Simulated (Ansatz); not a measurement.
Two isomers of CH8GeOSi: A = `C[SiH2][GeH2][OH]`, B = `C[SiH2][O][GeH3]`.

Computed with Ansatz on PBE0-D4/def2-TZVP structures; ΔE is electronic, products minus reactants. CCSD(T)/CBS is the MP2 limit (def2-TZVPP, def2-QZVPP) plus CCSD(T) − MP2 in def2-TZVPP, frozen cores. Functionals use def2-TZVPP. B3LYP here is the variant with VWN-RPA as its local correlation; programs differ in this. For Ge outer-core shells are correlated without core-valence functions, which leaves a few kJ/mol of doubt a bond. Scalar relativity is left out up to krypton. One conformer a species, not always the lowest.

**Question.** Which isomer does CCSD(T)/CBS put lower? Give the gap. (Estimate.)

**Answer.** The calculation gave: B, by 97.3 kJ/mol.

**Question.** Give E(B) − E(A) in kJ/mol with CCSD/def2-TZVPP, MP2/def2-TZVPP, PBE0-D4, LDA (SPW92), r2SCAN-D4, B3LYP-D4, CCSD(T)/def2-SVP. (Best estimate.)

**Answer.** Computed: CCSD/def2-TZVPP -102.1, MP2/def2-TZVPP -103.1, PBE0-D4 -82.4, LDA (SPW92) -79.1, r2SCAN-D4 -92.3, B3LYP-D4 -95.7, CCSD(T)/def2-SVP -100.0. None reverses the order clearly.

**Question.** Does the order hold for the free energy at 298.15 K (harmonic terms from PBE0-D4)? (Best estimate.)

**Answer.** Ansatz gave: Yes: G(B) − G(A) = -104.2 kJ/mol, for one conformer each. Modes under 60 cm⁻¹, often nearly free rotors, make the harmonic entropy too high.

Largest T1 diagnostic: 0.012.

In def2-TZVPP, CCSD(T) changes the Hartree–Fock value by +26.0 kJ/mol (the triples alone add +3.3 kJ/mol) and MP2 by +21.8 kJ/mol. From PBE to PBE0 (25 % exact exchange), in def2-TZVPP and without D4, E(B) − E(A) moves by −9.4 kJ/mol.
